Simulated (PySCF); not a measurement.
**Ionisation energy of Ru⁺ by level of theory**

Ru⁺ [Kr] 4d7 (4F) → Ru²⁺ [Kr] 4d6 (5D), as a difference of total energies. All numbers are calculated (PySCF 2.14, a scalar-relativistic core potential, in def2-QZVPPD with the def2 core potential (28 electrons) (7s5p4d4f2g, 88 functions)). Correlated levels: valence and next inner shell: nothing frozen outside the core potential. The calculations carry no spin-orbit coupling.

```
                                method  ionisation energy (eV)
                                   UHF                  14.979
    MP2 (valence and next inner shell)                  16.426
SCS-MP2 (valence and next inner shell)                  16.424
   CCSD (valence and next inner shell)                  16.328
CCSD(T) (valence and next inner shell)                  16.432
```

How much does correlation contribute at CCSD(T) (valence and next inner shell)?

16.432 − (14.979) = 1.453 eV, measured against UHF.

The reference lies between the lowest fine-structure levels, while these numbers refer to the centres of the terms.

Errors of the correlated levels include the incompleteness of this basis.

For comparison: 16.76 ± 0.06 eV (semi-empirical (NIST evaluation); NIST Atomic Spectra Database, ionization energies).
